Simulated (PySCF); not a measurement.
# Peak assignment

Atoms are numbered as in `[CH3:1][O:2][C@H:3]1[CH2:4][C@@H:5]([B:6]([OH:7])[OH:8])[CH2:9]1`; H(Xn) means a hydrogen on atom n. Ha(C4), Ha(C9) are cis to O2 on the ring; Hb(C4), Hb(C9) are trans to O2 on the ring.

Isolated molecule, no relativistic terms, fast rotation and ring inversion assumed for equivalent nuclei, one computed conformer. Structure optimised with PBE0-D3(BJ)/def2-SVP; NMR shieldings at KT2/pcSseg-1/GIAO; PySCF 2.14.

Chemical shifts δ = σref − σ; ¹³C (183.22 ppm) and ¹H (31.18 ppm) against TMS, all at this level.

Question: Assign these signals to the numbered atoms. ¹³C{¹H} NMR (computed): δ 76.1 (CH), 55.3 (CH3), 35.1 (CH2), 12.4 (CH).

Answer: 
| δ (ppm) | atoms | environment | reason |
| --- | --- | --- | --- |
| 76.1 | C3 | sp3 CH bonded to O | the inductive effect lowers its shielding |
| 55.3 | C1 | methyl carbon bonded to O | the inductive effect lowers its shielding |
| 35.1 | C4/C9 | sp3 CH2 in a ring | aliphatic region, no heteroatom directly attached |
| 12.4 | C5 | sp3 CH bonded to B | – |

Question: Assign these signals to the numbered atoms. ¹H NMR (400 MHz, computed): δ 3.60 (m, 1H), 3.50 (br s, 2H), 3.19 (s, 3H), 2.24 (m, 2H), 1.68 (m, 2H), 1.23 (m, 1H).

Answer: 
```tsv
δ (ppm)	atoms	environment	reason
3.60	H(C3)	hydrogen on an sp3 CH bonded to O	its carbon carries O, hence the downfield position
3.50	H(O7)/H(O8)	hydrogen on an oxygen bonded to B	labile proton, position sensitive to the medium
3.19	H(C1)	hydrogen on a methyl carbon bonded to O	its carbon carries O, which withdraws density
2.24	Hb(C4)/Hb(C9)	hydrogen on an sp3 CH2 in a ring	–
1.68	Ha(C4)/Ha(C9)	hydrogen on an sp3 CH2 in a ring	–
1.23	H(C5)	hydrogen on an sp3 CH bonded to B	–
```

H(C3) and H(O7)/H(O8) lie closer than the usual error of such a calculation, so a measured spectrum could show them in the other order.

The OH or NH signal is concentration- and solvent-dependent in practice; the value given is the gas-phase one. A carbon bonded to boron is broadened by the quadrupolar boron nucleus and is often missing from a measured spectrum. Shifts are as computed. Against solution values, carbons near 30 ppm lie about +2 ppm off and those near 130 ppm about -5 ppm. Of 1309 compounds with measured shifts, 239 miss one by over three times the rms of a fit or turn the order of signals round; such compounds aren't used in these exercises. No couplings were computed; multiplicities are counted from neighbouring protons, with m where these are inequivalent, close in shift, in a saturated or five-membered ring or joined by F or P, and br s for small geminal =CH2 splittings.
